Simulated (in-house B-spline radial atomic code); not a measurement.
**RPA and G0W0 on CAM-B3LYP: Cu19+**

Configuration [He] 2s2 2p6, mean-field start CAM-B3LYP. Computed with an all-electron radial atomic-structure program (B-spline basis): all electrons, non-relativistic, point nucleus, each spin shell either full or empty, empty states to l = 9 with an (l + 1/2)⁻⁴ tail; G0W0 by contour deformation at full frequency.

Command:
```bash
python run_gw.py task.json out
```
Settings (radii: box in bohr, nucleus in fm):
```
Z                        29
electrons                10
configuration            [He] 2s2 2p6
hamiltonian              nr
method                   camb3lyp
lmax                     9
spin_polarised           False
box_radius               4.23
intervals                46
```

Time taken, with all properties: 0.9 s on 1 thread of Arm Neoverse N1, on a shared host.

Energies (hartree):

| term | value |
| --- | --- |
| mean-field total | -1443.66647 |
| Hartree-Fock functional on these orbitals | -1443.33287 |
| direct second order | -0.6518 |
| second-order exchange | 0.22869 |
| SOSEX correction | 0.22267 |

(1) What is the RPA correlation energy, and what remains with SOSEX?

Quasi-particle levels (eV):

```json
{"level": "2p", "occupied": "yes", "mean field": "-1649.82", "Σx - vxc": "-42.19", "Σc": "?", "QP weight": "?", "G0W0": "?"}
{"level": "2s", "occupied": "yes", "mean field": "-1772.68", "Σx - vxc": "-53.57", "Σc": "3.82", "QP weight": "0.995", "G0W0": "-1822.44"}
{"level": "1s", "occupied": "yes", "mean field": "-9548.03", "Σx - vxc": "-157.33", "Σc": "23.53", "QP weight": "0.982", "G0W0": "-9681.82"}
{"level": "3s", "occupied": "no", "mean field": "-683.19", "Σx - vxc": "19.67", "Σc": "-0.84", "QP weight": "0.999", "G0W0": "-664.36"}
```

G0W0 = mean field + (Σx - vxc) + Σc, with Σc (partial-wave tail included) taken at the quasi-particle energy.

(2) Where does G0W0 put 2p?

Results:

(1) RPA gives -0.62717 hartree (-1.71 eV per electron); RPA + SOSEX gives -0.40451, and the second-order doubles -0.42311 hartree (no singles). RPA lacks exchange-type terms and so overcorrelates at short range.

(2) At -1690.15 eV, with Σc = 1.86 eV and a quasi-particle weight of 0.995. The tabulated removal energy is 1690.5 ± 0.9 eV (NIST, semi-empirical); the calculation leaves out relativity, Breit and QED terms, and what these don't explain is the method's own error.
